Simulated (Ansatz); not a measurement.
The cluster Cu2Se⁺. Total charge 1; doublet. Geometry r2SCAN-D4/def2-TZVP.

Cartesian coordinates in Å:
```
Cu 1.150 0.774 -0.448
Cu -0.372 -0.523 1.308
Se -0.779 -0.251 -0.861
```

LC-ωPBE has ω = 0.4 bohr⁻¹. No other spin state of charge 1 was run. The structure comes from a short search, and lower isomers may exist.

Task: Estimate the α-spin orbital energies around the gap (eV) in Ansatz with HF/def2-TZVP, PBE-D4/def2-TZVP, r2SCAN-D4/def2-TZVP, PBE0-D4/def2-TZVP, LC-ωPBE/def2-TZVP.

Result: 
```tsv
orbital	HF/def2-TZVP	PBE-D4/def2-TZVP	r2SCAN-D4/def2-TZVP	PBE0-D4/def2-TZVP	LC-ωPBE/def2-TZVP
HOMO−9	-20.07	-12.86	-12.94	-14.62	-17.37
HOMO−8	-20.02	-12.68	-12.77	-14.45	-17.05
HOMO−7	-20.00	-12.45	-12.55	-14.33	-17.02
HOMO−6	-19.85	-12.44	-12.53	-14.30	-16.96
HOMO−5	-19.74	-12.39	-12.45	-14.13	-16.76
HOMO−4	-19.68	-12.20	-12.29	-14.06	-16.68
HOMO−3	-19.65	-12.18	-12.28	-14.05	-16.68
HOMO−2	-15.96	-11.99	-12.02	-13.17	-15.64
HOMO−1	-15.50	-11.55	-11.74	-12.90	-15.39
HOMO	-15.05	-11.35	-11.39	-12.53	-14.94
LUMO	-4.49	-8.76	-8.45	-7.66	-5.43
LUMO+1	-3.53	-8.04	-7.64	-6.82	-4.59
LUMO+2	-1.11	-5.66	-5.32	-4.55	-2.47
LUMO+3	-0.46	-4.95	-4.59	-3.86	-1.66
LUMO+4	0.06	-4.09	-3.67	-3.02	-0.89
LUMO+5	0.62	-2.71	-2.20	-1.79	-0.05
β HOMO	-14.58	-11.21	-11.24	-12.32	-14.75
β LUMO	-4.90	-10.57	-10.25	-9.44	-6.84
```
